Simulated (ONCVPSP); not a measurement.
## Mg (Z = 12): one change to an ONCV potential, before and after

* Element: Mg
* Generator: ONCVPSP 4.0.1
* Type: optimised norm-conserving Vanderbilt (ONCV)
* Functional: PW91
* Relativity: non-relativistic
* Frozen core: [Ne]
* Valence charge: 2
* Reference configuration: 3s2
* Partial waves: 3s: rc 2.80 bohr, ncon 4, nbas 8, qcut 1.9 1/bohr, 2 projectors, debl 3.4 Ha; p scattering state at 0.46 Ha: rc 2.75 bohr, ncon 4, nbas 9, qcut 3.5 1/bohr, local
* Local potential: the p channel
* Core correction: Teter function, fcfact 1.5, rcfact 1.05

In the p channel the program set the typed energies aside and used 0.050 Ha.

Change: core correction Teter function, fcfact 1.5, rcfact 2.

Cutoffs: the cutoffs (Ha) at which the residual kinetic energy of the hardest occupied pseudo-wave falls to 1 and 0.1 mHa per electron; they do not see the model core or the augmentation charge, which bear on the density cutoff. Errors are all-electron minus pseudo energies relative to the spin-unpolarised reference configuration.

Question: Predict the effect on cutoff, ghosts and configuration errors.

Answer: The potential gets neither clearly harder nor softer (4.6 Ha and 19 Ha → 4.6 Ha and 19 Ha); the number of tests with a reliable result goes from 3 to 4; of the 3 tests that both files solve, the error grows in 3 and shrinks in 0 by more than 15 % and 0.3 meV (median size 3.5 → 18.1 meV); neither file shows a bound ghost. A model core, the more so a compact one, raises the density cutoff, which this test does not measure.

```tsv
quantity	base	changed
cutoff, loose	4.6 Ha	4.6 Ha
cutoff, tight	19 Ha	19 Ha
bound ghosts	none	none
GHOST(+) flags under 300 eV	none	none
tests with a reliable result	3 of 4	4 of 4
error for 3s1, meV [ΔE 7.98 eV]	-5.8	-59
error for 3s1.5, meV [ΔE 3.16 eV]	-1.3	-10
error for 3s1 3p1, meV [ΔE 3.48 eV]	-3.5	-18
s: phases at 2.85 bohr within 0.05 rad from the reference energy up to (Ha; the scan ends near 5)	1.3	1.3
p: phases at 2.80 bohr within 0.05 rad from the reference energy up to (Ha; the scan ends near 5)	1.3	1.3
rms error of d²Exc/dni dnj with the model core, mHa	1.84	3.78
```

Base: The cutoffs count occupied waves only; projector 2 of the s channel, the hardest unoccupied one, needs 27 Ha at the loose tolerance. Changed file: The cutoffs count occupied waves only; projector 2 of the s channel, the hardest unoccupied one, needs 27 Ha at the loose tolerance.
